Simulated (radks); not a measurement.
The numbers below are computed, except where a source is named.
Problem. All-electron atom: the chromium ion Cr5+ in [Ar] 3d1. Code: a radial shooting solver on a logarithmic mesh with Libxc functionals. Model: Dirac Kohn-Sham, LDA (Slater exchange, Perdew-Wang correlation), spin-unpolarised, spherical densities, finite nucleus; open shells fill j = l - 1/2 first; Fermi nuclear charge, rms radius 3.6452 fm. Some entries of the table are withheld. Estimate them.

| orbital | occ. | eigenvalue (eV) | <r^2> (bohr^2) |
|---|---|---|---|
| 1s1/2 | 2 | -5951.563 | 0.005452 |
| 2s1/2 | 2 | -754.1378 | 0.1019 |
| 2p1/2 | 2 | (1) | 0.08219 |
| 2p3/2 | 4 | (2) | 0.08388 |
| 3s1/2 | 2 | (3) | 0.8528 |
| 3p1/2 | 2 | (4) | 0.9229 |
| 3p3/2 | 4 | (5) | 0.9368 |
| 3d3/2 | 1 | (6) | 1.090 |
| 3d5/2 | 0 | (7) | 1.094 |

Solution. 
(1) 2p1/2 eigenvalue (eV): -654.5017
(2) 2p3/2 eigenvalue (eV): -645.8898
(3) 3s1/2 eigenvalue (eV): -154.4037
(4) 3p1/2 eigenvalue (eV): -125.9044
(5) 3p3/2 eigenvalue (eV): -124.7111
(6) 3d3/2 eigenvalue (eV): -79.4783
(7) 3d5/2 eigenvalue (eV): -79.3328
